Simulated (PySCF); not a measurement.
Zr(Cl)2(SH)2 (Cl2H2S2Zr), SMILES [SH][Zr]([SH])([Cl])[Cl], multiplicity 1. Geometry optimised at PBE0-D3(BJ)/def2-SVP. The multiplicity is an assumed one; no other spin state was optimised. The structure was generated by enumeration; whether it is a known compound was not checked. The def2 effective core potentials stand for the cores of Zr; spin–orbit coupling is left out. Other conformers were not sampled.

### Question
Give the equilibrium geometry at PBE0-D3(BJ)/def2-SVP (PySCF confirms it by a frequency run) as Cartesian coordinates in Å. (Estimate from the structure and the level; the computed values follow.)

### Answer
Several could match; the one computed here: 
```xyz
7

Zr     0.0573    -0.0097     0.0189
Cl     1.3926     0.9627    -1.6339
Cl     1.1367    -0.1615     2.0813
S     -0.7462    -2.1723    -0.6770
H     -0.7708    -1.7380    -1.9628
S     -1.9586     1.3029     0.2429
H     -1.2418     2.4145     0.5476
```
